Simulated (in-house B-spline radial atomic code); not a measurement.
A fraction x of an electron is removed from 4d in the technetium ion Tc²⁺, starting from [Kr] 4d5 and keeping the highest spin. Computed with a B-spline radial code for spherical atoms: scalar-relativistic (X2C) LDA VWN5, spin-polarised, spherical fractional occupations, Fermi nucleus of rms radius 4.41117 fm.

| x | E(x) - E(0) (eV) | 4d up level (eV) |
| --- | --- | --- |
| 0 | 0.0000 | -23.909 |
| 0.05 | 1.2104 | -24.507 |
| 0.15 | 3.7214 | -25.715 |
| 0.37 | 9.6750 | -28.420 |
| 0.41 | 10.8217 | -28.919 |
| 0.5 | 13.4753 | -30.050 |
| 0.59 | 16.2311 | -31.192 |
| 0.74 | 21.0540 | -33.118 |
| 0.77 | 22.0534 | -33.507 |
| 0.99 | 29.7411 | -36.391 |
| 1 | 30.1056 | -36.524 |

The exact functional would give a straight line between the two integer points. Deviations E(x) - E(0) - x[E(1) - E(0)], in eV: -0.295 at x = 0.05, -0.794 at x = 0.15, -1.464 at x = 0.37, -1.522 at x = 0.41, -1.577 at x = 0.5, -1.531 at x = 0.59, -1.224 at x = 0.74, -1.128 at x = 0.77, -0.063 at x = 0.99.

The curve lies below the straight line by up to 1.577 eV (at x = 0.5): convex, the delocalisation error that favours fractional charges.

(1) How well does Slater's transition state (minus the level at half occupation) give the ionisation energy?

## Answers

(1) It gives 30.050 eV against 30.106 eV from the two total energies; NIST lists 29.55 eV, ground level to ground level.
